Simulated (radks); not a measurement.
Values are calculated unless marked as measured or tabulated.
Q: The antimony ion Sb+ is in [Kr] 4d10 5s2 5p2. Code: a radial shooting solver on a logarithmic mesh with Libxc functionals. Model: scalar-relativistic Kohn-Sham, PBEsol, spin-polarised, spherical densities, finite nucleus; Fermi nuclear charge, rms radius of each element as measured or else 0.836 A^(1/3) + 0.57 fm. Open shells are filled with parallel spins first. One electron is removed from 4p, 4d, 5s, 5p in turn, with full relaxation. Which removal costs least, and what does each cost?

A: 5p 16.566 eV; 5s 24.102 eV; 4d 49.587 eV; 4p 118.76 eV. The 5p electron leaves first.
